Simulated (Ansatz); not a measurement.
`C[Si](C)(C)[GaH2]` + `BN` → `B[NH][GaH2]` + `C[SiH](C)C`  (cleavage of the Ga–Si bond)

Program: Ansatz. Geometries: PBE0-D4/def2-TZVP. ΔE: electronic, gas phase. CCSD(T)/CBS adds triple-zeta CCSD(T) − MP2 to the extrapolated MP2 energy (def2 sets, frozen cores). This one scheme is used for every species. Functionals use def2-TZVPP. B3LYP here is the variant with VWN-RPA as its local correlation; programs differ in this. For Ga outer-core shells are correlated without core-valence functions, which leaves a few kJ/mol of doubt a bond. Scalar relativity is left out up to krypton.

`C[Si](C)(C)[GaH2]`:

```xyz
16

C    -1.298   -1.322   -0.289
Si    0.016   -0.007    0.016
C     0.124    1.096   -1.508
C     1.676   -0.850    0.277
Ga   -0.617    1.346    1.924
H    -1.043   -1.912   -1.175
H    -1.383   -2.011    0.555
H    -2.280   -0.873   -0.455
H     0.893    1.865   -1.397
H    -0.827    1.598   -1.706
H     0.377    0.497   -2.388
H     1.653   -1.515    1.144
H     1.947   -1.448   -0.599
H     2.471   -0.118    0.443
H    -2.028    2.057    1.987
H     0.320    1.598    3.172
```

`BN`:

Z-matrix (Å, degrees):
```
B
N 1 1.385
H 1 1.197 2 119.0
H 1 1.197 2 119.0 3 -180.0
H 2 1.006 1 123.2 3 -0.0
H 2 1.006 1 123.2 3 180.0
```

`B[NH][GaH2]`:

Cartesian coordinates in Å:
```
B 0.124 -0.758 -1.191
N 0.400 -0.437 0.143
Ga -0.345 0.981 1.077
H 0.658 -1.698 -1.714
H -0.654 -0.077 -1.801
H 1.059 -1.028 0.631
H -1.355 1.867 0.293
H 0.112 1.150 2.563
```

`C[SiH](C)C`:

Cartesian coordinates in Å:
```
C 0.899 1.483 -0.396
Si -0.241 0.208 0.368
C 0.751 -1.232 1.042
C -1.485 -0.394 -0.897
H 0.335 2.339 -0.777
H 1.620 1.857 0.336
H 1.461 1.054 -1.230
H -0.981 0.847 1.498
H 1.309 -1.728 0.243
H 0.099 -1.976 1.507
H 1.469 -0.898 1.795
H -2.084 0.434 -1.286
H -0.982 -0.870 -1.743
H -2.170 -1.125 -0.460
```

```csv
level,ΔE (kJ/mol)
PBE,-24.4
r2SCAN,-36.0
B3LYP,-38.2
LC-ωPBE,-36.3
CCSD/def2-SVP,-47.1
SCS-MP2/def2-TZVPP,-50.1
SCS-MP2/def2-QZVPP,-49.5
MP2/CBS(def2),-45.3
```

Question: What does CCSD(T)/CBS give? (An estimate is asked.)

Answer: The calculation gave: -40.2 kJ/mol. The listed levels differ from it by 15.8, 4.2, 2.0, 3.9, -6.9, -9.9, -9.3, -5.1 kJ/mol.

Largest T1 diagnostic among the species: 0.013.

Leaving LDA and LC-ωPBE aside and taking each functional with its dispersion term where it has one, the values, not all of them listed here, spread over 22.3 kJ/mol, from B2PLYP to PBE-D4. The D4 term adds +5.5 kJ/mol with B3LYP and +3.5 kJ/mol with PBE0; it sums over pairs of atoms, weighted by their polarisabilities, and B3LYP, whose exchange is more repulsive, gets the larger term.
